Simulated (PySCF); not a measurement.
C₃H₈OS, SMILES CSCOC.

Geometry: r2SCAN-D4/def2-SVP. The values are those of a single conformer.

Calculation: PySCF 2.14.0 with r2SCAN-D4/def2-SVP.

Frequencies are harmonic and unscaled.

**Question.** List the normal modes with their intensities. (Estimate from the structure and the level; the computed values follow.)

**Answer.** 
```
mode  ν (cm⁻¹)  IR (km/mol)  moving atoms (share of kinetic energy)
----  --------  -----------  --------------------------------------
1           78          0.4                          H 57 %, C 33 %
2          145          0.5                          H 65 %, C 31 %
3          153          4.0          H 36 %, C 32 %, O 17 %, S 15 %
4          245          1.7                          H 82 %, C 11 %
5          272          1.6           H 35 %, C 33 %, S 24 %, O 9 %
6          339          5.9          H 36 %, O 28 %, C 25 %, S 10 %
7          459          1.7          O 38 %, H 25 %, S 19 %, C 18 %
8          677         40.8                  C 68 %, S 16 %, H 13 %
9          727          4.5                  C 58 %, S 32 %, H 10 %
10         894          0.7                          H 74 %, C 25 %
11         961         24.4                          H 68 %, C 25 %
12         967         37.8                  C 45 %, H 36 %, O 18 %
13        1013         18.5                          H 63 %, C 28 %
14        1146        123.5                  C 38 %, H 33 %, O 29 %
15        1168         17.1                   H 69 %, C 22 %, O 8 %
16        1205         83.9                  H 57 %, C 24 %, O 19 %
17        1293          6.2                           H 83 %, C 9 %
18        1316         13.1                          H 81 %, C 12 %
19        1338          6.6                          H 84 %, C 13 %
20        1432          3.5                                  H 93 %
21        1440          7.8                                  H 95 %
22        1449          8.2                                  H 95 %
23        1453          9.8                          H 89 %, C 10 %
24        1458          4.2                                  H 93 %
25        1486         16.6                                  H 96 %
26        2961         45.1                                  H 95 %
27        2968         61.2                                  H 95 %
28        3033         25.8                                  H 98 %
29        3052         36.1                           H 91 %, C 9 %
30        3132          8.9                           H 91 %, C 9 %
31        3140         11.0                          H 90 %, C 10 %
32        3150         20.2                           H 91 %, C 9 %
33        3159          2.5                          H 90 %, C 10 %
```
